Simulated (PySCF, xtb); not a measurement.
F₄Te, SMILES F[Te](F)(F)F (connectivity only; charge and spin as stated), charge -1, multiplicity 2.

Harmonic wavenumbers (cm⁻¹) from GFN2-xTB (xtb 6.7.1) at its own minimum, in rising order: 48, 73, 131, 202, 206, 289, 409, 412, 451.

Task: What does B3LYP-D3(BJ)/def2-SVPD run with PySCF give at its own minimum? (Estimate from the structure and the level; the computed values follow.)

Result: 130, 145, 145, 226, 283, 372, 464, 478, 526. Paired by order, the mean absolute difference is 61 cm⁻¹ and the zero-point energies are 3.2 and 4.0 kcal/mol.
